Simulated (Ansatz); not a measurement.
Geometry optimisation, RKS B3LYP-D4/def2-SVP in Ansatz.

input.yaml

```yaml
crystal:
  periodic: [false, false, false]
  atoms:
    - { symbol: Hf, position_ang: [0.169273, 0.0, -0.14078] }
    - { symbol: F, position_ang: [0.083453, 0.0, 1.809519] }
    - { symbol: Cl, position_ang: [2.41667, 0.0, -0.782458] }
    - { symbol: Cl, position_ang: [-0.787955, 1.955741, -0.994071] }
    - { symbol: Cl, position_ang: [-0.787955, -1.955741, -0.994071] }
    - { symbol: Cl, position_ang: [-3.103741, 0.0, 1.6146] }
    - { symbol: H, position_ang: [-1.973846, 0.0, 2.323562] }
basis:
  gaussian: { orbitals: def2-SVP }
hamiltonian:
  xc: b3lyp
  dispersion: d4
relax:
  f_tol: 0.03
  max_steps: 50
```

Launched with:

```bash
$ ansatz run input.yaml --threads 4 --pin off --max-ram 5120MiB --backend cpu --events-out ev --progress --plain --runs-dir out
```

**Question.** Where does it end, and by what steps?

**Answer.** The run converged. The force dipped under the threshold on the way, but the program's further checks kept it going. After 11 steps the energy has fallen by 0.100 eV; Cl6 moved furthest, 0.45 Å. Joined: Hf1–Cl6.

```tsv
step	energy less start (eV)	largest force component (eV/Å)	accepted
0	0.0000	0.999	yes
1	-0.0412	0.762	yes
2	-0.0590	0.893	yes
3	-0.0079	1.213	no
4	-0.0788	0.751	yes
5	-0.0977	0.030	yes
6	-0.0985	0.089	yes
7	-0.0996	0.082	yes
8	-0.0995	0.134	no
9	-0.0998	0.014	yes
10	-0.1003	0.043	yes
11	-0.1004	0.026	yes
```

```xyz
7
Properties=species:S:1:pos:R:3
Hf 0.033 0.000 -0.061
F 0.216 0.000 1.849
Cl 2.271 0.000 -0.749
Cl -0.824 1.980 -1.003
Cl -0.824 -1.980 -1.003
Cl -2.751 0.000 1.340
H -2.104 0.000 2.463
```

Run time: 21 s on 4 threads of Intel(R) Xeon(R) Platinum 8488C (Sapphire Rapids), with other jobs on the host, peak memory 0.36 GiB.
